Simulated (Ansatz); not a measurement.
H5NSi2, SMILES `N[Si][SiH3]` (lower singlet) (charge 0, multiplicity 1). This singlet lies 1.40 eV below the relaxed triplet at the level frozen-core CCSD(T)/cc-pVTZ // PBE0-D3(BJ)/def2-TZVP (Ansatz, a program for electronic structure).

These are frozen-core CCSD(T)/cc-pVTZ // PBE0-D3(BJ)/def2-TZVP (Ansatz) values and carry that method's errors.

Ansatz 0.2 input:
```yaml
crystal:
  periodic: [false, false, false]
  atoms:
    - { symbol: N, position_ang: [-1.724003, -0.224673, -0.194345] }
    - { symbol: Si, position_ang: [-0.523093, -0.414161, -1.396168] }
    - { symbol: Si, position_ang: [1.311921, 0.148484, 0.06257] }
    - { symbol: H, position_ang: [-2.700086, -0.376269, -0.402858] }
    - { symbol: H, position_ang: [-1.581983, 0.038002, 0.769773] }
    - { symbol: H, position_ang: [2.295746, -0.970698, 0.151276] }
    - { symbol: H, position_ang: [0.86129, 0.463532, 1.455926] }
    - { symbol: H, position_ang: [2.060211, 1.335782, -0.446174] }
basis:
  gaussian: { orbitals: cc-pVTZ }
correlation:
  method: ccsd_t
```

Output:

```
Functional definition: HF
971 factors; integrals over basis functions are off by at most 1.1e-3 eV
mean field evaluation 1: about -17283.1371 eV, gradient 3.3e1 eV
mean field evaluation 2: about -17283.2967 eV, gradient 3.3e1 eV
mean field evaluation 4: about -17286.0685 eV, gradient 3.4e0 eV
mean field evaluation 8: about -17286.1385 eV, gradient 1.5e-1 eV
mean field evaluation 16: about -17286.1387 eV, gradient 1.6e-6 eV
mean field -17286.13874597 eV, -635.2538819488 hartree, gradient 1.6e-6 eV, S^2 0.000000; 0 other end points of the search recorded, 0 dependent functions left out; unrestricted orbitals would lower it
11 core orbitals not correlated
reference -17286.13874597 eV, -635.2538819488 hartree; 9, 9 occupied and 148, 148 virtual orbitals, 971 factors
second order -12.19591448 eV of doubles, -0.00000000 eV of singles
cycle   1  -12.92778255 eV  change   -7.3e-1 eV  update   9.5e-2
cycle   2  -13.35325991 eV  change   -4.3e-1 eV  update   3.3e-2
cycle   3  -13.43501765 eV  change   -8.2e-2 eV  update   1.7e-2
cycle   4  -13.42479460 eV  change    1.0e-2 eV  update   5.1e-3
cycle   5  -13.42469092 eV  change    1.0e-4 eV  update   2.3e-3
cycle   6  -13.42426475 eV  change    4.3e-4 eV  update   7.4e-4
cycle   7  -13.42408619 eV  change    1.8e-4 eV  update   2.7e-4
cycle   8  -13.42421139 eV  change   -1.3e-4 eV  update   1.0e-4
cycle   9  -13.42422013 eV  change   -8.7e-6 eV  update   3.4e-5
cycle  10  -13.42420369 eV  change    1.6e-5 eV  update   1.2e-5
perturbative correction -0.54156690 eV, -0.0199022166 hartree
Total energy: -17300.10451657 eV, -635.7671145518 hartree
```
